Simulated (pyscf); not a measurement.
•H₂Si–Si(Cl)(Cl)–Cl, doublet

Gas-phase minimum from PySCF at ωB97X-D3(BJ)/def2-SVP, one conformer. Other isomers of •H₂Si–Si(Cl)(Cl)–Cl were not searched in full and may lie lower. 

SMILES: [SiH2][Si](Cl)(Cl)Cl
```xyz
7

Si    -1.6585     0.0821    -0.8747
Si     0.4056     1.0613    -0.6202
Cl     1.9006     0.0262    -1.5722
Cl     0.8749     1.1629     1.3720
Cl     0.3597     2.9598    -1.3902
H     -2.1043     0.0701    -2.2968
H     -1.7193    -1.2749    -0.2613
```
Charge 0, spin multiplicity 2.

Bond lengths (Å): Si1–Si2 2.299, Si1–H6 1.490, Si1–H7 1.490, Si2–Cl3 2.053, Si2–Cl4 2.049, Si2–Cl5 2.049. Bond angles (°): Si2–Si1–H6 112.2, Si2–Si1–H7 112.3, H6–Si1–H7 111.9, Si1–Si2–Cl3 112.8, Si1–Si2–Cl4 109.5, Si1–Si2–Cl5 109.4, Cl3–Si2–Cl4 108.0, Cl3–Si2–Cl5 108.0, Cl4–Si2–Cl5 108.9.

Properties at ωB97X-D3(BJ)/def2-SVP:

```json
{
  "harmonic_wavenumbers_unscaled": "94, 102, 145, 180, 182, 205, 387, 521, 526, 590, 617, 633, 912, 2247, 2268 cm⁻¹",
  "zero_point_energy": "13.7 kcal/mol",
  "rotational_symmetry_number": "1",
  "Entropy of this conformer at 298 K and 1 atm, rigid rotor and harmonic oscillator, modes under 100 cm⁻¹ raised to 100": "385.3 J/(mol K)",
  "dipole_moment": "1.63 D",
  "Spin expectation value S2": "0.752"
}
```

Single-point totals, which compare only within one level:

| level | total energy (hartree) |
|---|---|
| ωB97X-D3(BJ)/def2-TZVP | -1961.03067 |
| PBE/def2-TZVP | -1960.09913 |
| r²SCAN/def2-TZVP | -1960.82381 |
| B3LYP-D3(BJ)/def2-TZVP | -1961.06068 |
| PBE0-D3(BJ)/def2-TZVP | -1960.27724 |
| M06-2X/def2-TZVP | -1960.87436 |
| ωB97M-D3(BJ)/def2-TZVP | -1961.19436 |

Soft torsions are taken as harmonic, which can shift the entropy by several J/(mol K).
